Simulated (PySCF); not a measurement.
TcO₃ (doublet). Computed with PySCF, UB3LYP, basis Tc def2-TZVP with ECP28, O def2-TZVP (scalar-relativistic core potentials, no spin–orbit coupling, density fitting).

Harmonic bands of its minimum:

```tsv
ω (cm⁻¹)	IR (km/mol, summed over degenerate members)	degeneracy
186	28.1	1
331	3.1	2
1002	379	2
1010	9.3	1
```

The central atom is Tc. Infer the point group and assign the bands.

C3v. The modes span 2a1 + 2e: 186 a1, 331 e, 1002 e, 1010 a1. The computed geometry has Tc–O 1.684 Å (×3); O–Tc–O 115.8° (×3).

Only a few start shapes were tried, so a lower isomer may exist. With open d or f shells other occupations or spin states may lie lower.
